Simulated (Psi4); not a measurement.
AuCl, charge -1, doublet, at the geometry of the source list (the multiplicity is a formal guess) (core potentials on Au) (a gas-phase anion, which may not be bound at this level). Base run: TPSS/def2-SVP run with Psi4.

Here is a job for Psi4.
```
memory 2 GB

molecule mol {
-1 2
  Au   -0.684900   -0.604800   -0.643200
  Cl    0.684900    0.604800    0.643200
}

set basis def2-svp
set reference uks

energy('tpss')
print_variables()
```

The base run was repeated with changes; each row names its change, and settings that it needs were set with it.

```json
[
 {"change": "base", "ΔE vs base (mEh)": "0.000", "point group used": "c2v", "SCF cycles": "9"},
 {"change": "symmetry = c2", "ΔE vs base (mEh)": "0.000", "point group used": "c2", "SCF cycles": "9"},
 {"change": "jitter_ang = 0.002", "ΔE vs base (mEh)": "-0.285", "point group used": "c2v", "SCF cycles": "9"},
 {"change": "molecule keys = symmetry c1, no_reorient, no_com", "ΔE vs base (mEh)": "0.000", "point group used": "c1", "SCF cycles": "9"},
 {"change": "molecule keys = no_reorient", "ΔE vs base (mEh)": "0.000", "point group used": "c1", "SCF cycles": "9"},
 {"change": "molecule keys = symmetry c1", "ΔE vs base (mEh)": "0.000", "point group used": "c1", "SCF cycles": "9"},
 {"change": "symmetry = cs", "ΔE vs base (mEh)": "0.000", "point group used": "cs", "SCF cycles": "9"}
]
```

Open shells are given as the SCF converged; they aren't shown to be the lowest states, and a large step between rows can be another state.

A gas-phase anion may not be bound at this level; its values then depend on the basis.
